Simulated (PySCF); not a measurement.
Compound: C₇H₇FO.
SMILES: `CO[C@@]12C=C[C@@H]1C=C2F`

A linear-response calculation (PySCF, def2-SVPD basis, gas phase, vertical, core orbitals frozen in the response) gave these numbers; the functional is withheld.

Orbital energies (eV): HOMO-3 -9.12, HOMO-2 -7.71, HOMO-1 -7.64, HOMO -7.11, LUMO -0.75, LUMO+1 0.75, LUMO+2 0.84.

| state | E (eV) | f | main configurations (H = HOMO, L = LUMO) |
| --- | --- | --- | --- |
| S1 | 5.24 | 0.0014 | H→L (96%) |
| S2 | 5.56 | 0.0031 | H-2→L (97%) |
| S3 | 5.68 | 0.021 | H-1→L (88%) |
| S4 | 6.79 | 0.0070 | H-3→L (52%), H→L+1 (42%) |
| S5 | 6.88 | 0.0080 | H→L+2 (73%), H→L+1 (13%) |
| S6 | 7.01 | 0.033 | H-1→L+1 (28%), H-2→L+1 (27%), H→L+2 (11%) |

Triplets (Tamm–Dancoff): T1 3.73 eV, H→L (71%), H-1→L (12%); T2 4.10 eV, H-1→L (56%), H→L+1 (21%); T3 5.26 eV, H-2→L (86%); T4 5.72 eV, H→L+1 (40%), H-1→L (27%), H→L+2 (8%).

Vertical ionisation energy by ΔSCF with the same functional: 9.01 eV. Mean static polarisability: 79.0 au.

Problem. Name the functional.
A. CAM-B3LYP
B. PBE0
C. HF
D. PBE

Solution. B. PBE0 is a global hybrid with 25% exact exchange. In this run −ε(HOMO) = 7.11 eV differs from the ΔSCF value by -1.90 eV, and S1 differs from the orbital gap of 6.36 eV by -1.12 eV. The ratio −ε(HOMO)/IP is 0.79. Usual ranges for neutral molecules in this basis: 0.7 to 0.83 with PBE0, 0.5 to 0.7 with PBE, 0.85 to 0.93 with CAM-B3LYP; Hartree–Fock can't fall below 1, since the ion's relaxation only lowers the ΔSCF value. The other options: PBE, a GGA without exact exchange; HF, time-dependent Hartree–Fock, 100% exact exchange; CAM-B3LYP, range-separated, 19% exact exchange at short range and 65% at long range (ω = 0.33 bohr⁻¹).

Method: TDDFT PBE0/def2-SVPD, vertical, gas phase, core orbitals frozen in the response (PySCF). Isolated species at its PBE0-D3(BJ)/def2-SVP geometry (one conformer only).

The values belong to the conformer `[CH3:1][O:2][C@@:3]12[CH:4]=[CH:5][C@@H:6]1[CH:7]=[C:8]2[F:9]`: C1–O2–C3–C4 77°.
